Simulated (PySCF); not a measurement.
## Vertical excitation energies

Compound: Zr(SMe)2(OMe)2, C4H12O2S2Zr (singlet state).
SMILES: `C[O][Zr]([O]C)([S]C)[S]C`

Theory: TDDFT PBE0/def2-SVPD, vertical, gas phase, core orbitals frozen in the response, def2 core potentials past Kr (PySCF 2.14.0, density-fitted response routines). Geometry: PBE0-D3(BJ)/def2-SVP; no solvent, vibrations or thermal averaging. Spin–orbit coupling is left out. Note that the optimisation stopped short of convergence; the values belong to its last geometry.

| state | E (eV) | E (kJ/mol) | λ (nm) | f | \|μ\| (D) | main configurations (H = HOMO, L = LUMO) |
| --- | --- | --- | --- | --- | --- | --- |
| S1 | 4.14 | 400 | 299.3 | 0.012 | 0.89 | H→L (91%) |
| S2 | 4.39 | 423 | 282.6 | 0.010 | 0.79 | H→L+1 (72%), H-1→L (19%) |
| S3 | 4.68 | 451 | 265.1 | 0.025 | 1.20 | H-1→L (62%), H→L+1 (22%), H-1→L+1 (9%) |
| S4 | 4.89 | 472 | 253.4 | 0.0041 | 0.47 | H-2→L (47%), H-1→L+1 (40%) |
| S5 | 4.93 | 475 | 251.7 | 0.035 | 1.38 | H→L+2 (70%) |
| S6 | 5.01 | 483 | 247.6 | 0.0043 | 0.48 | H-2→L (39%), H-1→L+1 (31%) |
| S7 | 5.21 | 503 | 237.9 | 0.0034 | 0.41 | H-2→L+1 (44%), H→L+3 (19%), H→L+4 (14%) |
| S8 | 5.22 | 504 | 237.3 | 0.0089 | 0.67 | H→L+3 (37%), H-2→L+1 (35%) |
| S9 | 5.25 | 506 | 236.2 | 0.017 | 0.93 | H-3→L (68%), H-1→L+2 (9%) |
| S10 | 5.31 | 513 | 233.3 | 0.011 | 0.74 | H→L+4 (50%), H→L+3 (30%), H-1→L+2 (12%) |

Triplets, Tamm–Dancoff:

```tsv
state	E (eV)	λ (nm)	main configurations (H = HOMO, L = LUMO)
T1	3.87	320.6	H→L (87%), H→L+1 (8%)
T2	4.11	301.6	H→L+1 (74%), H-1→L+1 (10%)
T3	4.21	294.2	H-1→L (74%), H-1→L+1 (9%)
T4	4.38	282.8	H→L+2 (42%), H-1→L+1 (38%)
```

The lowest singlet comes at 299 nm (400 kJ/mol) in the ultraviolet; it is weak; its leading configuration is HOMO→LUMO (91%). The strongest level in the table is S5 at 4.93 eV (252 nm, f = 0.035). For S1 the Löwdin share of zirconium is at most 5% in HOMO and 58% in LUMO (ligand-to-metal charge transfer by this measure). Weighted by f, the mean energy of these states is 4.87 eV. Of the 10 states listed, 6 reach f = 0.01 and none stays under 0.0005. Orbital energies (eV): HOMO-3 -7.59, HOMO-2 -7.39, HOMO-1 -6.97, HOMO -6.44, LUMO -0.99, LUMO+1 -0.79, LUMO+2 -0.42. No computed singlet lies in the visible range (380 to 750 nm); the lowest, at 299 nm, stands 0.88 eV above its violet end (3.26 eV). Only the lowest 10 singlets were computed, as vertical energies without vibronic structure.
